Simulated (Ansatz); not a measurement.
Reaction (hydrogenolysis of the Sb–N bond): `[CH3][SbH][NH2]` + H₂ → `[CH3][SbH2]` + NH₃

Computed with Ansatz on PBE0-D4/def2-TZVP structures; ΔE is electronic, products minus reactants. CCSD(T)/CBS is the MP2 limit (def2-TZVPP, def2-QZVPP) plus CCSD(T) − MP2 in def2-TZVPP, frozen cores. This one scheme is used for every species. def2 core potentials past Kr. For Sb outer-core shells are correlated without core-valence functions, which leaves a few kJ/mol of doubt a bond. One conformer a species, not always the lowest.

```tsv
level	ΔE (kJ/mol)
SCS-MP2/def2-QZVPP	-30.3
MP2/CBS(def2)	-25.3
```

(1) What does CCSD(T)/CBS give? (An estimate is asked.)

Largest T1 diagnostic among the species: 0.013.

## Answers

(1) Ansatz gave: -32.9 kJ/mol. The listed levels differ from it by 2.6, 7.6 kJ/mol.

Leaving LDA and LC-ωPBE aside and taking each functional with its dispersion term where it has one, the values, not all of them listed here, spread over 12.4 kJ/mol, from BHLYP-D4 to BLYP-D4. From r2SCAN to r2SCAN0 (25 % exact exchange), in def2-TZVPP and without D4, ΔE moves by −6.3 kJ/mol. In def2-TZVPP, CCSD(T) changes the Hartree–Fock value by +16.9 kJ/mol (the triples alone add +4.7 kJ/mol) and MP2 by +24.5 kJ/mol.
